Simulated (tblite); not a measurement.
A geometry optimisation, step by step.

C₂H₈F₃NSi₂.
Bonds: C1–N2, N2–Si3, N2–Si4, Si4–C5, C5–F6, C5–F7, C5–F8. Hydrogens: H9, H10, H11 on C1; H12, H13, H14 on Si3; H15, H16 on Si4.

Computed with GFN2-xTB (tblite), gas phase: L-BFGS steps from a force-field or distance-geometry start until the largest atomic force falls under 0.01 eV/Å. 5 of its 134 geometries are shown.

Step 0: E = -788.1034 eV, largest atomic force 3.414 eV/Å
```
atom  x, y, z in Å  |  force x, y, z in eV/Å
C1      1.602   -1.231    0.609   -1.270  -1.040   0.516
N2      0.694   -0.489   -0.254   -1.103   0.629   0.804
Si3     1.199    1.139   -0.631    0.593   1.171  -0.816
Si4    -0.989   -0.715    0.196    2.137  -2.613   0.509
C5     -2.112    0.670   -0.256   -1.174   1.339  -0.304
F6     -2.780    1.039    0.899    0.284   0.163  -1.494
F7     -3.065    0.245   -1.175    1.040   1.206   1.047
F8     -1.423    1.781   -0.726   -1.970  -0.971   0.180
H9      0.937   -1.918    1.200    1.036   0.166  -0.430
H10     2.249   -1.825   -0.036    0.245   0.172   0.357
H11     2.115   -0.611    1.347    0.224  -0.110  -0.439
H12     0.624    2.186    0.242    0.364  -0.249   0.019
H13     0.849    1.376   -2.048   -0.034  -0.150   0.311
H14     2.667    1.284   -0.556   -0.207  -0.324   0.144
H15    -1.095   -0.988    1.658   -0.175   0.384  -0.350
H16    -1.478   -1.933   -0.481    0.010   0.227  -0.054
```

Step 33: E = -788.9440 eV, largest atomic force 0.029 eV/Å
```
atom  x, y, z in Å  |  force x, y, z in eV/Å
C1      1.613   -1.214    0.627    0.016  -0.001   0.003
N2      0.625   -0.260    0.138    0.002   0.005   0.015
Si3     1.264    1.211   -0.616   -0.003   0.003   0.011
Si4    -0.998   -0.779    0.287    0.007  -0.027   0.006
C5     -2.187    0.652   -0.252    0.003  -0.006   0.003
F6     -2.889    1.142    0.790    0.001   0.005   0.009
F7     -3.108    0.208   -1.132   -0.012   0.012  -0.006
F8     -1.614    1.725   -0.838   -0.003  -0.001  -0.016
H9      1.129   -2.036    1.146   -0.024  -0.005  -0.007
H10     2.193   -1.625   -0.200   -0.003  -0.018  -0.015
H11     2.300   -0.730    1.319    0.007   0.022   0.011
H12     0.870    2.352    0.206   -0.007   0.000  -0.012
H13     0.802    1.272   -1.999    0.006   0.001   0.014
H14     2.717    1.031   -0.571   -0.003  -0.001  -0.005
H15    -1.372   -1.046    1.680    0.010   0.003  -0.014
H16    -1.353   -1.894   -0.599    0.004   0.007   0.004
```

Step 66: E = -788.9951 eV, largest atomic force 0.112 eV/Å
```
atom  x, y, z in Å  |  force x, y, z in eV/Å
C1      1.596   -1.235    0.655    0.008  -0.007   0.020
N2      0.632   -0.246    0.194    0.014   0.050   0.029
Si3     1.260    1.251   -0.514   -0.048   0.024  -0.020
Si4    -0.981   -0.825    0.126    0.005   0.040  -0.005
C5     -2.168    0.663   -0.239   -0.006  -0.011   0.019
F6     -2.293    1.526    0.791    0.051  -0.051  -0.035
F7     -3.418    0.214   -0.489    0.053   0.001   0.015
F8     -1.833    1.415   -1.308    0.021  -0.022  -0.023
H9      1.152   -1.866    1.423   -0.007  -0.009  -0.026
H10     1.923   -1.877   -0.165    0.013  -0.014   0.009
H11     2.467   -0.742    1.080    0.009   0.004  -0.028
H12     0.554    2.349    0.139    0.007  -0.006  -0.013
H13     1.071    1.219   -1.965   -0.024   0.001  -0.001
H14     2.697    1.284   -0.222   -0.077  -0.052   0.062
H15    -1.428   -1.326    1.427    0.015   0.017   0.003
H16    -1.239   -1.794   -0.946   -0.035   0.036  -0.006
```

Step 100: E = -789.0112 eV, largest atomic force 0.043 eV/Å
```
atom  x, y, z in Å  |  force x, y, z in eV/Å
C1      1.602   -1.248    0.622    0.002   0.005  -0.005
N2      0.621   -0.252    0.218    0.002  -0.003  -0.009
Si3     1.213    1.266   -0.471   -0.006   0.002   0.000
Si4    -0.984   -0.844    0.133   -0.001   0.012   0.000
C5     -2.126    0.664   -0.255    0.003   0.004   0.013
F6     -2.107    1.612    0.701   -0.001   0.036   0.024
F7     -3.414    0.276   -0.353   -0.012  -0.015  -0.037
F8     -1.845    1.301   -1.413   -0.018  -0.034   0.002
H9      1.197   -1.873    1.417   -0.002   0.005  -0.006
H10     1.872   -1.898   -0.212    0.014  -0.006  -0.001
H11     2.502   -0.760    0.987    0.007  -0.017   0.001
H12     0.410    2.341    0.095    0.001   0.007  -0.005
H13     1.142    1.204   -1.933    0.003   0.003   0.003
H14     2.606    1.356   -0.032    0.006  -0.009   0.014
H15    -1.444   -1.336    1.432    0.013   0.002   0.000
H16    -1.253   -1.799   -0.948   -0.009   0.006   0.004
```

Step 133: E = -789.0167 eV, largest atomic force 0.009 eV/Å
```
atom  x, y, z in Å  |  force x, y, z in eV/Å
C1      1.608   -1.279    0.521   -0.002   0.001   0.000
N2      0.627   -0.249    0.212    0.002   0.007  -0.004
Si3     1.234    1.285   -0.420    0.004   0.001  -0.003
Si4    -0.993   -0.805    0.233    0.004  -0.002   0.000
C5     -2.146    0.656   -0.280    0.005  -0.005   0.006
F6     -2.171    1.678    0.598    0.000  -0.001   0.000
F7     -3.423    0.232   -0.379   -0.004   0.001  -0.002
F8     -1.848    1.202   -1.478    0.000   0.004  -0.001
H9      1.200   -1.982    1.244    0.000  -0.004   0.001
H10     1.888   -1.839   -0.374   -0.002  -0.002  -0.001
H11     2.506   -0.831    0.940    0.002   0.005   0.001
H12     0.346    2.333    0.059    0.001   0.004  -0.003
H13     1.309    1.221   -1.882    0.003  -0.003   0.003
H14     2.574    1.410    0.158   -0.004   0.001   0.002
H15    -1.422   -1.172    1.584   -0.003  -0.004   0.004
H16    -1.298   -1.851   -0.749   -0.007  -0.003  -0.003
```

**Question.** Summarise the path.

**Answer.** The energy falls by 21.06 kcal/mol from step 0 to step 133; nine tenths of that is first reached at step 17. It falls at every step. The largest force goes from 3.414 to 0.009 eV/Å. Among the bonds Si4–C5 changes most, from 1.839 to 1.931 Å; the atoms move by 0.556 Å rms after alignment.

The cost below is that of the whole relaxation. The run took 1.7 s on one thread of an Arm Neoverse N1, shared host with 64 logical CPUs at a one-minute load of 61.
